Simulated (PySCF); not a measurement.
A run for PySCF: R-B3LYP/LANL2DZ on Cl2H4Si (a complex), monomers drawn apart or pushed together.

```python
from pyscf import gto, scf, dft, mp
from pyscf.data.elements import chemcore

mol = gto.M(
    atom='''
    Cl   -0.31354082   -0.41778547    0.96919564
    H     0.58980264   -0.10066379    1.83216286
    Si   -0.31849781    0.58999413    5.72999719
    Cl    1.63233343    0.72642438    5.01495695
    H    -0.79080698   -0.78575296    5.49725437
    H    -1.13860226    1.57006632    4.99725663
    H    -0.27781662    0.90180176    7.17073730
    ''',
    basis='lanl2dz',
    ecp={'Cl': 'lanl2dz', 'Si': 'lanl2dz'},
    charge=0, spin=0, verbose=3, max_memory=1800)
mf = dft.RKS(mol, xc='b3lyp')
mf.conv_tol = 1e-8
mf.max_cycle = 100
mf.kernel()
if not mf.converged:
    mf = mf.newton().run(mf.mo_coeff, mf.mo_occ)
```

Problem. Predict the final total energy.

Solution. -36.1852 hartree.
